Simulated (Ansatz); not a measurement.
Ansatz results at the PBE0-D4/def2-TZVP geometry: LUMO energy (PBE0/def2-TZVPP) -0.73 eV; HOMO energy (ωB97M-V/def2-TZVPP) -10.76 eV; HOMO–LUMO gap (ωB97M-V/def2-TZVPP) 12.18 eV.

Each molecule was computed in one conformer, which needn't be the lowest.

Which molecule gave them?
A. `C[O][Ta]([F])([F])([O]C)[O]C`
B. `[O]=[Ta]([OH])([Cl])[Cl]`
C. `[CH3][Ta](=[O])([F])[F]`
D. `[F][Ta]([Cl])([Cl])([Cl])[Cl]`

A. The others give `[O]=[Ta]([OH])([Cl])[Cl]`: -2.26, -11.70, 11.55; `[F][Ta]([Cl])([Cl])([Cl])[Cl]`: -3.76, -11.50, 9.76; `[CH3][Ta](=[O])([F])[F]`: -1.66, -11.49, 12.05.
